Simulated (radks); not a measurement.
Spherical quantum dot in the effective-mass picture: electrons in a well V = -V0 / (1 + exp((r - R)/a)) with V0 = 3.95, R = 13.5, a = 0.81, with a point charge +1 (a donor) at the centre, all in effective atomic units (hartree* = m*/eps^2 hartree, bohr* = eps/m* bohr), one dielectric constant everywhere. Method: non-relativistic Kohn-Sham, LDA (Slater exchange, Perdew-Wang correlation), spin-polarised, spherical densities; computed with a radial shooting solver with Libxc functionals. Levels are named by radial order and angular momentum (1s, 1p, 1d, 2s, ...), and open shells are averaged over m.

N = 24, configuration 1s2 1p6 1d10 2s(up 1, down 0) 1f(up 5, down 0). This is the lowest configuration that the search found (a dilute case). Occupied and some empty levels:

level,occupation,eigenvalue (hartree*),<r> (bohr*)
1s up,1,-1.7792,1.773
2s up,1,-1.7461,9.353
1p up,3,-1.7351,9.560
1s down,1,-1.7348,9.426
1p down,3,-1.7224,9.542
1d up,5,-1.7117,9.665
1d down,5,-1.6989,9.653
1f up,5,-1.6778,9.781
1f down,0,-1.6648,9.774
1g up,0,-1.6340,9.899
2s down,0,-1.6322,2.621
1g down,0,-1.6210,9.897
2p up,0,-1.5244,6.718
2p down,0,-1.5146,6.892
2d up,0,-1.4676,7.663
2d down,0,-1.4601,7.659

Energy (hartree*): total -68.3641, kinetic 2.9187, external -96.001, Hartree 28.401, exchange-correlation -3.6829.
